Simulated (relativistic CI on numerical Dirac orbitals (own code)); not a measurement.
## Crystal-field levels of Cu4+, 3d7

Calculated by Dirac-Coulomb-Breit CI, KLI orbitals optimised for each configuration, model QED, valence Slater integrals scaled by 0.7, one configuration in a parametric crystal field (own radial code).

Field parameters in Wybourne normalisation: D4h B²₀ = −7Ds, B⁴₀ = 21(Dq − Dt), B⁴₄ = 21√(5/14) Dq. The field is a parameter set, without covalency.

S and J are read from ⟨S²⟩ = S(S + 1) and ⟨J²⟩ = J(J + 1) of each level; they are not fictitious spins.

D4h, 10Dq = 17400, Ds = -1500, Dt = -250 cm⁻¹, the lowest 16 levels:

```csv
E (cm⁻¹),Degeneracy,Irrep,S,J
0.0,2,Γ7,0.84,3.81
733,2,Γ6,1.49,4.11
1267,2,Γ6,1.50,3.78
1863,2,Γ7,1.48,3.42
2926,2,Γ7,1.31,3.31
4005,2,Γ6,1.43,3.46
4368,2,Γ7,1.50,3.32
7924,2,Γ6,0.64,3.98
16452,2,Γ7,0.85,3.82
18045,2,Γ6,1.44,3.57
18182,2,Γ6,1.49,3.45
18336,2,Γ7,1.38,3.51
18566,2,Γ6,0.68,4.45
18612,2,Γ7,0.77,4.27
19384,2,Γ7,1.22,3.53
20960,2,Γ6,1.30,3.80
```

Principal g values of the ground doublet: 2.44, 2.62, 2.62.

D4h, 10Dq = 17400, Ds = 3000, Dt = -250 cm⁻¹, the lowest 10 levels:

| E (cm⁻¹) | Degeneracy | Irrep | S | J |
| --- | --- | --- | --- | --- |
| 0.0 | 2 | Γ6 | 1.44 | 3.60 |
| 382 | 2 | Γ7 | 1.50 | 3.48 |
| 3394 | 2 | Γ6 | 0.64 | 4.06 |
| 8853 | 2 | Γ6 | 1.49 | 3.90 |
| 9228 | 2 | Γ7 | 1.43 | 3.44 |
| 9253 | 2 | Γ6 | 1.49 | 3.58 |
| 9671 | 2 | Γ7 | 1.49 | 3.25 |
| 13431 | 2 | Γ7 | 0.64 | 3.95 |
| 17868 | 2 | Γ6 | 0.54 | 4.62 |
| 20222 | 2 | Γ7 | 1.01 | 3.71 |

Principal g values of the ground doublet: 1.99, 4.33, 4.33.

D4h, 10Dq = 17400, Ds = 2590, Dt = -250 cm⁻¹, the lowest 16 levels:

```
E (cm⁻¹)  Degeneracy  Irrep     S     J
     0.0           2     Γ6  1.44  3.62
     382           2     Γ7  1.50  3.49
    3375           2     Γ6  0.65  4.07
    7819           2     Γ6  1.49  3.91
    8193           2     Γ7  1.42  3.42
    8247           2     Γ6  1.49  3.57
    8681           2     Γ7  1.49  3.21
   12033           2     Γ7  0.67  3.94
   17900           2     Γ6  0.55  4.61
   20114           2     Γ7  1.11  3.66
   20569           2     Γ6  1.31  3.51
   20946           2     Γ6  1.47  3.48
   21117           2     Γ7  1.42  3.16
   22195           2     Γ7  1.05  3.78
   22429           2     Γ6  0.96  3.75
   23831           2     Γ7  0.72  3.47
```

Principal g values of the ground doublet: 1.99, 4.35, 4.35.

D4h, 10Dq = 17400, Ds = 2180, Dt = -250 cm⁻¹, the lowest 10 levels:

```tsv
E (cm⁻¹)	Degeneracy	Irrep	S	J
0.0	2	Γ6	1.44	3.64
381	2	Γ7	1.50	3.51
3340	2	Γ6	0.68	4.08
6779	2	Γ6	1.48	3.91
7125	2	Γ7	1.39	3.41
7237	2	Γ6	1.48	3.56
7665	2	Γ7	1.49	3.19
10633	2	Γ7	0.71	3.92
17932	2	Γ6	0.56	4.60
19885	2	Γ7	1.20	3.62
```

Principal g values of the ground doublet: 1.99, 4.39, 4.39.

D4h, 10Dq = 17400, Ds = 1770, Dt = -250 cm⁻¹, the lowest 16 levels:

```tsv
E (cm⁻¹)	Degeneracy	Irrep	S	J
0.0	2	Γ6	1.44	3.66
381	2	Γ7	1.50	3.52
3268	2	Γ6	0.73	4.09
5744	2	Γ6	1.47	3.90
6029	2	Γ7	1.36	3.41
6247	2	Γ6	1.45	3.55
6632	2	Γ7	1.49	3.16
9240	2	Γ7	0.76	3.89
17961	2	Γ6	0.59	4.58
19529	2	Γ7	1.25	3.60
19866	2	Γ6	1.38	3.53
20159	2	Γ6	1.46	3.60
20274	2	Γ7	1.44	3.26
21756	2	Γ6	1.11	3.73
21841	2	Γ7	0.96	3.87
22914	2	Γ7	1.17	3.63
```

Principal g values of the ground doublet: 1.98, 4.44, 4.44.

The free-ion ground term has S = 3/2. The field overcomes the spin-pairing energy for D4h, 10Dq = 17400, Ds = -1500, Dt = -250 cm⁻¹, where the ground state has lower spin; these fields are assumed values.

Levels of this model without a field, named by their leading LS term (the scale mimics covalency, so terms lie below those of the real free ion): 4F_9/2 0, 4F_7/2 1595, 4F_5/2 2706, 4F_3/2 3446, 2G_9/2 17695, 4P_5/2 17788, 4P_3/2 18031, 4P_1/2 18888 cm⁻¹.
